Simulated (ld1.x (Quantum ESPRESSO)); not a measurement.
**copper: one change to a PAW potential, before and after**

- Element: copper (Cu)
- Generator: ld1.x (Quantum ESPRESSO) 7.5
- Type: PAW
- Functional: PBE
- Relativity: scalar-relativistic
- Frozen core: [Ar]
- Valence charge: 11
- Reference configuration: 3d10 4s1 4p0
- Partial waves: 4s (bound): rcut 1.60, rcutus 2.10 bohr; 4s channel at 0.05 Ry: rcut 1.60, rcutus 2.10 bohr; 4p (bound, empty): rcut 2.85, rcutus 3.15 bohr; 4p channel at 4.4 Ry: rcut 2.85, rcutus 3.15 bohr; 3d (bound): rcut 1.15, rcutus 1.55 bohr; 3d channel at 1.1 Ry: rcut 1.15, rcutus 1.55 bohr
- Local potential: all-electron potential smoothed inside 2.65 bohr (lloc = -1)
- Core correction: a·sin(br)/r model core inside 1.40 bohr
- Augmentation charge: GAUSS, radius 1.30 bohr

All-electron outer shells of the reference configuration (PBE, scalar-relativistic, ld1.x):

```tsv
shell	level (eV)	outermost node (bohr)	outermost maximum (bohr)
3s	-114.70	0.29	0.61
3p	-72.14	0.26	0.62
3d	-5.04	–	0.60
4s	-4.61	0.89	2.27
4p	-0.70	0.97	3.65
```

Change: wave 4p channel at 4.4 Ry: rcut 2.85, rcutus 3.15 bohr becomes 4p channel at 2.86 Ry: rcut 2.85, rcutus 3.15 bohr.

Cutoffs: the cutoffs (Ry, on a coarse ladder) from which the occupation-weighted sum of valence levels, in a spherical-Bessel basis at the reference potential, stays within 10 and 1 mRy of its value at 400 Ry; they do not see the model core or the augmentation charge, which bear on the density cutoff. Errors are all-electron minus pseudo energies relative to the spin-unpolarised reference configuration.

Predict the effect on cutoff, ghosts and configuration errors.

The potential gets neither clearly harder nor softer (45 Ry and 80 Ry → 45 Ry and 80 Ry); the errors of the 6 common tests hardly move; the range in which the p phases agree widens (upper end 2.2 → at the end of the scan); neither file shows a bound ghost at the reference potential, the only one tested.

| quantity | base | changed |
| --- | --- | --- |
| cutoff, loose | 45 Ry | 45 Ry |
| cutoff, tight | 80 Ry | 80 Ry |
| bound ghosts | none | none |
| tests counted (converged, no solver errors) | 6 of 7 | 6 of 7 |
| error for 3d10 4s0 4p0, meV [ΔE 8.15 eV] | -7.4 | -7.4 |
| error for 3d9 4s0 4p0, meV [ΔE 29.48 eV] | -55 | -55 |
| error for 3d8 4s0 4p0, meV [ΔE 68.50 eV] | -519 | -519 |
| error for 3d10 4s0 4p1, meV [ΔE 4.14 eV] | -3.8 | -4.0 |
| error for 3d10 4s0.5 4p0, meV [ΔE 3.16 eV] | -1.9 | -1.9 |
| error for 3d9 4s2 4p0, meV [ΔE 1.97 eV] | -67 | -67 |
| s: phases at 3.41 bohr within 0.05 rad from the reference energy up to (Ry; the scan ends near 5) | to the end of the scan | to the end of the scan |
| p: phases at 3.41 bohr within 0.05 rad from the reference energy up to (Ry; the scan ends near 5) | 2.2 | to the end of the scan |
| d: phases at 3.41 bohr within 0.05 rad from the reference energy up to (Ry; the scan ends near 5) | 3.8 | 3.8 |
| lowest overlap eigenvalue by channel | s 0.39, p 0.61, d 0.48 | s 0.39, p 0.78, d 0.48 |

Base: Tests not counted: 3d7 4s0 4p0 (solver errors, printed error -752 eV). Changed file: Tests not counted: 3d7 4s0 4p0 (solver errors, printed error -752 eV).
